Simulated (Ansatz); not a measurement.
Consider the ligand exchange at a Ga–O bond: `C=[N][Ga]([OH])[Cl]` + HCl → `C=[N][Ga]([Cl])[Cl]` + H₂O.

Program: Ansatz. Geometries: PBE0-D4/def2-TZVP. ΔE: electronic, gas phase. CBS: MP2 limit from def2 TZ/QZ plus the TZ coupled-cluster correction, frozen cores. This one scheme is used for every species. DFT in def2-TZVPP. For Ga outer-core shells are correlated without core-valence functions, which leaves a few kJ/mol of doubt a bond. Scalar relativity is left out up to krypton. One conformer a species, not always the lowest.

Q: Is it downhill or uphill in electronic energy at CCSD(T)/CBS, and by how much? (An estimate is asked.)

A: The calculation gave: Downhill: ΔE = -59.2 kJ/mol.

Q: What do these levels give: PBE0-D4, CAM-B3LYP, LC-ωPBE, RPA@PBE/def2-TZVPP, HF/CBS(def2), CCSD/CBS(def2)? (An estimate is asked.)

A: Computed: PBE0-D4 -64.4, CAM-B3LYP -53.5, LC-ωPBE -55.1, RPA@PBE/def2-TZVPP -49.8, HF/CBS(def2) -63.8, CCSD/CBS(def2) -59.6 kJ/mol.

Q: What do rigid-rotor, harmonic-oscillator terms from PBE0-D4/def2-TZVP frequencies (298.15 K, 1 bar) make of the CCSD(T)/CBS value? (An estimate is asked.)

A: Computed: ΔZPE = +6.3 kJ/mol, ΔH = -52.3 kJ/mol, ΔS = 0 J/(mol·K), ΔG = -52.4 kJ/mol. Modes under 50 cm⁻¹ make the entropy rough.

Largest T1 diagnostic among the species: 0.014.

In def2-TZVPP, CCSD(T) changes the Hartree–Fock value by +10.2 kJ/mol (the triples alone add +0.4 kJ/mol) and MP2 by +7.9 kJ/mol. At CCSD(T), def2-SVP lies +7.4 kJ/mol from the extrapolated value and def2-TZVPP +4.5 kJ/mol. From BLYP to BHLYP (50 % exact exchange), in def2-TZVPP and without D4, ΔE moves by −8.3 kJ/mol.
